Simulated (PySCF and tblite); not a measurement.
The numbers below are computed, except where a source is named.
C6H6N2Se, numbered as in [N:1]#[C:2][CH:3]([C:4]#[N:5])[Se:6][CH:7]1[CH2:8][CH2:9]1.

Geometries GFN2-xTB; weights from B3LYP-D3(BJ)/pcSseg-1 (IEF-PCM, acetonitrile) energies and GFN2-xTB thermal corrections, with symmetry numbers and mirror pairs. Conformers within 3 kcal/mol (GFN2-xTB free energy) were kept, 10 at most. GIAO shieldings: B3LYP/pcSseg-1 (IEF-PCM, acetonitrile). Shifts are against TMS (¹H), TMS (¹³C) at the same level. Run with PySCF (density fitting) and tblite.

Torsions listed: C2–C3–Se6–C7, C3–Se6–C7–C8. Of a mirror pair one member is shown.

```csv
conformer,shape,symmetry,E(GFN2) kcal/mol,E(DFT) kcal/mol
1,"70°, -76°",C1 (pair),0.00,0.00
2,"180°, 143°",C1 (pair),1.61,1.36
3,"-168°, -77°",C1 (pair),1.62,1.39
```

(1) How much do the weights at 298.15 K and the averaged shift of H3 depend on how the conformers are weighted?

Spin–orbit effects of the heavy atoms on shieldings are missing.

## Answers

(1) 
```csv
weighting,1 (%),2 (%),3 (%),δ (ppm),rms dipole (D)
"DFT energy with thermal terms, symmetry and mirror images (full scheme)",80,10,10,4.27,4.66
DFT energy with symmetry and mirror images,84,8,8,4.25,4.54
bare DFT energy,84,8,8,4.25,4.54
GFN2-xTB energy with symmetry and mirror images,88,6,6,4.23,4.38
GFN2-xTB free energy,86,7,7,4.24,4.47
leading conformer alone,100,0,0,4.17,3.97
equal weights,33,33,33,4.49,5.94
"full scheme, search stopped after three starts",88,12,0,4.23,4.38
```

The largest departure from the full scheme, 0.22 ppm, comes with: equal weights.
